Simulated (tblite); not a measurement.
Compound: C₅H₈N₂SSi.
Bonds: C1–C2, C2–C3 (aromatic), C3–C4 (aromatic), C4–S5, S5–Si6, C4–C7 (aromatic), C7–N8 (aromatic), N8–N9 (aromatic), C2–N9 (aromatic). Hydrogens: H10, H11, H12 on C1; H13 on C3; H14, H15, H16 on Si6; H17 on C7.

Computed with GFN2-xTB (tblite), gas phase: L-BFGS steps from a force-field or distance-geometry start until the largest atomic force falls under 0.01 eV/Å.

Step 2: E = -696.5432 eV
```
atom  x, y, z in Å  |  force x, y, z in eV/Å
C1     -2.9828    0.5102    0.3929    0.132  -0.127  -0.110
C2     -1.7205   -0.2319    0.0405   -0.005   0.098   0.230
C3     -0.5276    0.0693    0.7200   -0.026   0.020  -0.061
C4      0.6080   -0.6268    0.3602    0.037   0.062  -0.008
S5      2.1608   -0.3136    1.1901    0.152   0.107  -0.081
Si6     3.2124    0.9346   -0.2376    0.048   0.078  -0.140
C7      0.4710   -1.6142   -0.6251    0.078   0.156   0.122
N8     -0.6840   -1.8398   -1.2130    0.061   0.008   0.065
N9     -1.7494   -1.1662   -0.8970   -0.111   0.130   0.042
H10    -3.2383    0.3589    1.4451    0.147   0.021  -0.138
H11    -2.8551    1.5818    0.2185    0.059  -0.155   0.061
H12    -3.8109    0.1606   -0.2130    0.010  -0.095  -0.097
H13    -0.5079    0.8245    1.4949    0.037  -0.058  -0.072
H14     2.4202    2.1477   -0.4624   -0.007  -0.163   0.056
H15     4.5180    1.2722    0.3331   -0.299  -0.188   0.085
H16     3.3590    0.1685   -1.4742   -0.072   0.011   0.082
H17     1.3202   -2.2238   -0.9215   -0.242   0.096  -0.035
```

Step 3: E = -696.5581 eV
```
atom  x, y, z in Å  |  force x, y, z in eV/Å
C1     -2.9792    0.5044    0.3877   -0.006   0.013   0.005
C2     -1.7201   -0.2310    0.0480   -0.001  -0.011  -0.022
C3     -0.5291    0.0702    0.7170    0.143   0.049   0.083
C4      0.6081   -0.6248    0.3590    0.154   0.194   0.143
S5      2.1677   -0.3094    1.1877    0.051   0.106  -0.131
Si6     3.2163    0.9394   -0.2442   -0.162  -0.104  -0.048
C7      0.4716   -1.6074   -0.6208   -0.018   0.027  -0.002
N8     -0.6848   -1.8355   -1.2071    0.044   0.003   0.000
N9     -1.7479   -1.1614   -0.8943   -0.145   0.044   0.023
H10    -3.2319    0.3602    1.4387    0.081  -0.022  -0.035
H11    -2.8527    1.5754    0.2214    0.063  -0.078   0.002
H12    -3.8093    0.1572   -0.2161    0.020  -0.113  -0.112
H13    -0.5063    0.8216    1.4915    0.036   0.026   0.006
H14     2.4204    2.1399   -0.4598   -0.093  -0.003   0.014
H15     4.5037    1.2639    0.3360   -0.025  -0.105   0.178
H16     3.3559    0.1693   -1.4700   -0.046  -0.052  -0.052
H17     1.3106   -2.2201   -0.9231   -0.096   0.025  -0.052
```

Step 4: E = -696.5635 eV
```
atom  x, y, z in Å  |  force x, y, z in eV/Å
C1     -2.9783    0.5023    0.3857   -0.039   0.019   0.015
C2     -1.7201   -0.2312    0.0500    0.062   0.001  -0.037
C3     -0.5272    0.0712    0.7172    0.081   0.048   0.079
C4      0.6103   -0.6212    0.3605    0.156   0.151   0.103
S5      2.1711   -0.3062    1.1848    0.030   0.081  -0.090
Si6     3.2153    0.9396   -0.2474   -0.161  -0.116  -0.017
C7      0.4713   -1.6040   -0.6189   -0.063   0.009  -0.030
N8     -0.6851   -1.8336   -1.2049    0.048   0.018   0.004
N9     -1.7489   -1.1590   -0.8928   -0.113  -0.017  -0.005
H10    -3.2283    0.3603    1.4359    0.042  -0.041   0.021
H11    -2.8508    1.5719    0.2225    0.059  -0.020  -0.027
H12    -3.8081    0.1543   -0.2189    0.038  -0.102  -0.095
H13    -0.5052    0.8211    1.4904    0.033   0.076   0.054
H14     2.4190    2.1370   -0.4586   -0.119   0.049  -0.003
H15     4.4980    1.2591    0.3398    0.023  -0.087   0.185
H16     3.3540    0.1688   -1.4693   -0.037  -0.076  -0.105
H17     1.3058   -2.2184   -0.9245   -0.041   0.006  -0.051
```

Step 5: E = -696.5719 eV
```
atom  x, y, z in Å  |  force x, y, z in eV/Å
C1     -2.9776    0.4985    0.3822   -0.019   0.015   0.034
C2     -1.7178   -0.2313    0.0531    0.067   0.016  -0.069
C3     -0.5229    0.0737    0.7186    0.026   0.053   0.074
C4      0.6174   -0.6125    0.3642    0.039   0.036  -0.024
S5      2.1781   -0.2989    1.1784   -0.010  -0.001   0.042
Si6     3.2103    0.9378   -0.2536   -0.058  -0.052   0.000
C7      0.4691   -1.5968   -0.6155    0.001  -0.005  -0.032
N8     -0.6849   -1.8293   -1.2005   -0.036   0.030  -0.017
N9     -1.7524   -1.1555   -0.8903    0.020  -0.080  -0.009
H10    -3.2210    0.3594    1.4318   -0.031  -0.067   0.092
H11    -2.8460    1.5658    0.2236    0.033   0.065  -0.071
H12    -3.8049    0.1468   -0.2258    0.071  -0.073  -0.050
H13    -0.5023    0.8224    1.4903    0.019   0.134   0.106
H14     2.4136    2.1331   -0.4567   -0.136   0.096  -0.029
H15     4.4880    1.2484    0.3510    0.020  -0.074   0.151
H16     3.3497    0.1659   -1.4708   -0.026  -0.095  -0.166
H17     1.2965   -2.2155   -0.9284    0.020   0.003  -0.034
```

Task: Estimate the geometry and energy of step 6. (The exact step hangs on the optimiser's Hessian estimate; all steps are aligned on step 5, rigid shifts and turns removed.)

Result: E = -696.5761 eV, largest force 0.165 eV/Å
```
atom  x, y, z in Å  |  force x, y, z in eV/Å
C1     -2.9772    0.4968    0.3810    0.005   0.009   0.033
C2     -1.7158   -0.2310    0.0535    0.078   0.046  -0.022
C3     -0.5198    0.0760    0.7208   -0.042   0.051   0.032
C4      0.6215   -0.6073    0.3657   -0.033  -0.032  -0.082
S5      2.1815   -0.2952    1.1759   -0.026  -0.047   0.110
Si6     3.2068    0.9359   -0.2567    0.016   0.011  -0.027
C7      0.4685   -1.5932   -0.6141   -0.014   0.007  -0.042
N8     -0.6855   -1.8269   -1.1989    0.005   0.009  -0.012
N9     -1.7541   -1.1550   -0.8891    0.064  -0.061   0.010
H10    -3.2179    0.3577    1.4313   -0.056  -0.067   0.084
H11    -2.8430    1.5638    0.2229    0.009   0.070  -0.076
H12    -3.8021    0.1416   -0.2302    0.092  -0.045  -0.012
H13    -0.5006    0.8255    1.4921    0.011   0.126   0.098
H14     2.4084    2.1328   -0.4562   -0.110   0.070  -0.034
H15     4.4832    1.2416    0.3594   -0.023  -0.075   0.108
H16     3.3471    0.1628   -1.4745   -0.026  -0.074  -0.145
H17     1.2921   -2.2139   -0.9309    0.053   0.001  -0.025
```

The energy changes by -0.0041 eV. The first-order estimate −F·Δx gives -0.0055 eV and the mean of the old and new forces, exact on a quadratic surface, -0.0041 eV. The step makes an angle of 56° with the force vector and moves no atom by more than 0.012 Å.

What follows is the cost of the whole relaxation. Time: 1.9 s of wall time. Hardware: one thread of an Arm Neoverse N1, no GPU, on a shared host.
